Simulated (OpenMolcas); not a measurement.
**V3+ in Cs2NaYBr6: curves along the breathing mode**

V3+ with its 6 nearest bromide ions, on the Y site of Cs2NaYBr6 (a = 11.3047 Å, distance in the model lattice 2.765 Å). The rest of the host is ab initio model potentials to 7.6 Å, with orthogonalisation functions on the cations behind the ligands, and point charges beyond; the distance is set by hand and nothing relaxes. Ligand basis ANO-RCC-VDZP.

```yaml
Program: OpenMolcas 26.06
Method: CASSCF
Basis: ANO-RCC-VDZP [5s4p2d1f]
Scalar_Hamiltonian: DKH2, point nucleus
Active_space: 2 electrons in 5 orbitals (3d)
State_averaging: 2S+1 = 3 even, 10 roots; 2S+1 = 1 even, 15 roots
Spin-orbit_coupling: state interaction with AMFI integrals over the reference wave functions
```

Spin-free energies (labels of O, the rotations of Oh) in cm-1 above the lowest fitted minimum, as all ligands move together:

```csv
R (Å),3T1,3T2,1T2,1E,3A2,3T1(2),1T2(2)
2.452,5620,17080,18760,19180,30220,29120,31260
2.51,1770,11910,15080,15560,23650,24230,26460
2.568,130,9140,13580,14120,19680,21720,24040
2.625,360,8430,13910,14510,17940,21230,23630
2.683,2200,9450,15830,16490,18070,22450,24940
2.741,5460,12000,19140,19860,19860,25190,27760
2.799,9970,15920,23690,24470,23130,29270,31920
```

Cubic fits give the following; the wavenumber is harmonic, with the mass of all moving ligands, small differences in it between states hang on the degree of the fit, a number in brackets counts states of one label, and the table is a selection of at most 14 states with clean curves.

```
 State  R0 (Å)  Breathing mode (cm-1)  Minimum (cm-1)
   3T1   2.589                    195               0
   3T2   2.619                    196            8390
   1T2   2.586                    194           13490
    1E   2.584                    194           14050
   3A2   2.649                    196           17760
3T1(2)   2.612                    196           21160
1T2(2)   2.610                    197           23540
   1A1   2.599                    191           25690
   1T1   2.613                    196           26030
 1E(2)   2.642                    197           31940
1A1(2)   2.618                    200           52820
```

The minimum of 3T2 is shifted by +0.0299 Å against 3T1 (from the unrounded fits). With M = 479.4 u for the moving shell, the Huang-Rhys factor in this mode is S = M ω ΔR² / 2ħ = 0.01483 × 479.4 × 195 × 0.0299² = 1.24. Only the first shell moves, against a rigid host.

An orbital triplet at a regular site is open to Jahn-Teller coupling, which can distort the site and quench the lowest spin-orbit gaps and is left out. Without dynamic correlation the repulsion within the d shell is too large (B by tens of per cent), so at a given field states of lower spin stand too high. Ligand-to-metal charge-transfer states are missing. With no ligand orbital active B as a rule stays too high, so bands that hang on it stand too high and its fall with covalency is understated. With metal d orbitals alone and no dynamic correlation the field as a rule comes out too small, by tens of per cent, by up to half for chloride and softer ligands. The least metal-like active orbital is 83 % on the metal (Löwdin) and no ligand orbital is active, so the numbers are rough (holds for R = 2.452). The least metal-like active orbital is 85 % on the metal (Löwdin) and no ligand orbital is active, so the numbers are rough (holds for R = 2.51). No measured value stands beside these numbers.
